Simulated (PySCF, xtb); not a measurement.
InH2F, SMILES [F][InH2].

GFN2-xTB (xtb) at its own geometry gives an orbital gap of 4.35 eV and a dipole moment of 3.33 D.

Geometry optimised at r2SCAN-D4/def2-TZVP. The def2 effective core potentials stand for the cores of In; spin–orbit coupling is left out.

Task: What does PySCF with M06-2X/def2-TZVPD give? (Estimate from the structure and the level; the computed values follow.)

Result: gap 8.58 eV (levels -10.01 and -1.43 eV), dipole 3.35 D.
